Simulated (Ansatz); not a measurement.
```yaml
crystal:
  periodic: [false, false, false]
  atoms:
    - {symbol: C, position_ang: [-0.704396, 1.355286, -1.222489]}
    - {symbol: N, position_ang: [-1.197391, 0.789490, 0.030261]}
    - {symbol: Ge, position_ang: [0.226451, -0.139969, 1.074434]}
    - {symbol: C, position_ang: [1.112143, -1.481031, 0.177449]}
    - {symbol: H, position_ang: [-1.586355, 1.981539, -1.605132]}
    - {symbol: H, position_ang: [0.216339, 2.122644, -0.977635]}
    - {symbol: H, position_ang: [-0.514070, 0.526172, -1.847863]}
    - {symbol: H, position_ang: [-1.799533, 0.238166, 0.064498]}
    - {symbol: H, position_ang: [-0.634292, -0.686616, 2.296880]}
    - {symbol: H, position_ang: [1.205554, 0.982927, 1.563507]}
    - {symbol: H, position_ang: [1.745222, -1.090872, -0.777709]}
    - {symbol: H, position_ang: [0.281609, -2.336427, 0.146679]}
    - {symbol: H, position_ang: [1.835766, -1.863184, 0.848022]}
basis:
  gaussian: {orbitals: STO-3G}
total_charge: -1
magnetization: {spin_polarized: true, initial_magnetization: 2}
hamiltonian: {xc: {name: LC-wPBE}}
accuracy: high
scf: {lower_state_search: full}
output: {forces: true}
```

```sh
$ ansatz run in.yaml --threads 4 --pin off --events-out ev --progress --plain --max-ram 10444MiB
```

Shortened log:

```
Error: a molecule whose nuclei and cores have a total charge of 60 cannot have a net charge of -1 together with 2 unpaired electrons
```

(1) What is wrong with this run?

Answers

(1) The number of unpaired electrons doesn't fit the electron count. The program refused the input.
